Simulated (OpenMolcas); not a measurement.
## Eu2+: effect of the basis set

- Program: OpenMolcas 26.06
- Method: SS-CASPT2, IPEA 0.25 Eh, imaginary shift 0.1 Eh (closed shells correlated: 5s 5p)
- Active space: 7 electrons in 7 orbitals (4f)
- State averaging: 2S+1 = 8 odd, 1 root; 2S+1 = 6 odd, 48 roots; 2S+1 = 4 odd, 96 roots kept (CI in the orbitals of an earlier block); 2S+1 = 2 odd, 25 roots kept (CI in the orbitals of an earlier block, 0 in the spin-orbit step)
- Spin-orbit coupling: RASSI with atomic mean-field integrals over the reference wave functions, term energies averaged over their components

A. ANO-RCC-VDZP [7s6p4d2f1g], DKH2, point nucleus; CASPT2 step about 60 core-seconds
B. ANO-R2 [8s6p4d3f1g], X2C, finite nucleus; CASPT2 step about 70 core-seconds
C. ANO-RCC-VTZP [8s7p5d3f2g1h], DKH2, point nucleus; CASPT2 step of the order of 100 core-seconds
D. ANO-R3 [9s8p6d5f3g1h], X2C, finite nucleus; CASPT2 step of the order of 5 core-minutes
E. ANO-RCC-VQZP [9s8p6d4f3g2h], DKH2, point nucleus; CASPT2 step of the order of 5 core-minutes

Energies in cm-1 above 4f7 8S* 7/2, the measured ground level; measured values from Martin, Zalubas and Hagan, Atomic Energy Levels: The Rare-Earth Elements, NSRDS-NBS 60 (1978).

```tsv
Level	A	B	C	D	E	Measured
4f7 8S* 7/2	0.0	0.0	0.0	0.0	0.0	0.0
4f7 6P* 7/2	31720	30970	29940	29350	29460	28200
4f7 6P* 5/2	31980	31230	30190	29590	29710	
4f7 6P* 3/2	32700	31970	30940	30340	30450	
4f7 6I* 7/2	36500	35710	34750	34310	34370	
4f7 6I* 9/2	36780	36000	35040	34610	34660	
4f7 6I* 17/2	36920	36140	35190	34760	34820	32073
4f7 6I* 11/2	37040	36260	35310	34880	34930	32180
4f7 6I* 15/2	37190	36420	35460	35040	35090	32308
4f7 6I* 13/2	37200	36430	35480	35050	35110	
4f7 6D* 9/2	39790	38990	37770	37250	37330	
4f7 6D* 1/2	40610	39850	38650	38140	38210	
4f7 6D* 7/2	40810	40040	38840	38320	38390	
4f7 6D* 3/2	40880	40120	38920	38410	38480	
4f7 6D* 5/2	41040	40280	39080	38560	38630	
4f7 6G* 7/2 [56 %]	52220	51180	49510	48780	48950	
4f7 6G* 9/2 [60 %]	52360	51310	49610	48890	49060	
4f7 6G* 11/2 [57 %]	52420	51360	49650	48930	49100	
4f7 6F* 1/2 [66 %]	53960	52980	51380	50600	50750	
4f7 6G* 13/2	54000	52950	51240	50530	50710	
4f7 4D* 5/2 [51 %]	55580	54660	53150	52350	52510	
4f7 6F* 5/2 [62 %]	56230	55230	53600	52820	52970	
4f7 6F* 11/2 [60 %]	56440	55420	53700	52980	53130
```

Deviations, from unrounded energies. A percentage is the sum of absolute deviations over the sum of measured energies, with the sign that they share, or ± where signs differ.

| Against measurement | Levels | A | B | C | D | E |
| --- | --- | --- | --- | --- | --- | --- |
| mean absolute deviation (cm-1) | 4 | 4500 | 3800 | 2800 | 2300 | 2400 |
| other terms of the ground configuration (%) | 4 | +14.5 | +12.0 | +8.9 | +7.4 | +7.7 |

D, E lie about equally close to measurement and A furthest from it. The largest miss of D in the table is 4f7 6I* 15/2, by +2700 cm-1. The ranking rests on the paired levels alone, and a cruder setting can come out closer through cancelling errors.

Among A to E the level of the table that moves most is 4f7 6G* 11/2 [57 %], by 3500 cm-1 (lowest in D, highest in A). Moves below CASPT2's spread within the term are not significant.

CASPT2 breaks the degeneracy within a term, and the mean is taken; among the terms shown or strongly mixed into the levels shown the widest spread is 170 cm-1 (4f7 6I*, E). Only 96 quartet roots enter the spin-orbit mixing, so the splitting and order within the octet and the sextets are unsound, and g values and χT are rough. Terms from blocks run as CI alone lack orbitals of their own. Some terms miss by over 15 % even with CASPT2, which points to a basis or an active space too small for the shells correlated (holds for A). Computed and measured levels are paired by configuration, term and J; levels that our copy of the source lacks, or whose pairing is in doubt (as where it misses far off the trend of its configuration), stay unpaired and out of the deviations. Levels of configurations outside the active space are missing. Levels that lie high or do not pair safely by name in every column are left out.

A share in square brackets marks a mixed level and gives the weight of the term that names it, the lowest over the columns. * marks odd parity.
